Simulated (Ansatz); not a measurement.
**Telling isomers of GeH3NS apart by their spectra**

These gas-phase data were calculated for one isomer of GeH3NS at PBE0-D4/def2-SVP (harmonic, unscaled wavenumbers; equilibrium rotational constants with average atomic masses):

| Property | Result |
| --- | --- |
| rotational constants | 19.21, 2.637, 2.347 GHz |
| all wavenumbers above 1500 cm⁻¹ | 3610, 3510, 1958, 1582 |

Candidates:

(1) `[NH2][Ge][SH]`, a singlet
(2) `N[S][GeH]`, a singlet

Assign the data to one candidate and say why.

Candidate (2). No mode falls between 2500 and 2800 cm⁻¹, where the S–H stretch of (1) would stand.

The same quantities for all candidates:

```tsv
	rotational constants (GHz)	wavenumbers above 1500 cm⁻¹	E above the lowest, PBE0-D4/def2-SVP (kcal/mol)
(1)	11.31, 3.709, 2.793	3707, 3587, 2726, 1527	0.0
(2)	19.21, 2.637, 2.347	3610, 3510, 1958, 1582	43.8
```

Each candidate is one conformer. Programs: Ansatz 0.2.0.
